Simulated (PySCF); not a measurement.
Stepwise substitution at one centre (In H-OH). Gas-phase values, no solvent. One relaxed conformer stands for each flexible species; it need not be the lowest. Strings in code marks are SMILES.

Level of theory: PBE-D3(BJ)/def2-TZVP // B3LYP-D3(BJ)/def2-TZVP (PySCF). All candidates: neutral, multiplicity 1. 

The LUMO comes out as -2.65 eV and the HOMO–LUMO gap is 4.34 eV. The HOMO comes out as -6.99 eV.

Question: Name which member has these values.
A. `[OH][InH2]`
B. `[OH][In]([OH])[OH]`
C. `[OH][InH][OH]` (H–O–In–O torsion 0°, O–In–O–H torsion 0°)
D. `[InH3]`

Answer: D, `[InH3]`. The others give `[OH][InH2]`: -2.20 eV, 4.46 eV, -6.66 eV; `[OH][InH][OH]` (H–O–In–O torsion 0°, O–In–O–H torsion 0°): -2.07 eV, 4.58 eV, -6.65 eV; `[OH][In]([OH])[OH]`: -2.91 eV, 4.04 eV, -6.95 eV
